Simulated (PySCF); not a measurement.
## Spin-orbit coupling and the second ionisation energy along the second row

Two-component X2C-1e calculated with PySCF 2.14: MP2 on generalised Hartree-Fock spinors (GMP2), with spin-orbit coupling off and on (screened by Boettger's factors); no Breit or QED terms. Values in eV; the references (NIST) lie between the lowest levels. Elements whose determinants are no pure J levels are left out.

| element | configurations | spin-free | with spin-orbit | shift | reference |
| --- | --- | --- | --- | --- | --- |
| B (x2c-TZVPall-2c, 1s2 frozen) | [He] 2s2 → [He] 2s1 | 24.412 | 24.412 | 0.000 | 25.155 |
| C (x2c-TZVPall-2c, 1s2 frozen) | [He] 2s2 2p1 → [He] 2s2 | 24.361 | 24.366 | 0.005 | 24.383 |
| F (x2c-TZVPall-2c, 1s2 frozen) | [He] 2s2 2p4 → [He] 2s2 2p3 | 34.580 | 34.601 | 0.021 | 34.971 |
| Ne (x2c-TZVPall-2c, 1s2 frozen) | [He] 2s2 2p5 → [He] 2s2 2p4 | 40.710 | 40.704 | -0.005 | 40.963 |

What remains against the references is mostly the basis and correlation beyond MP2.
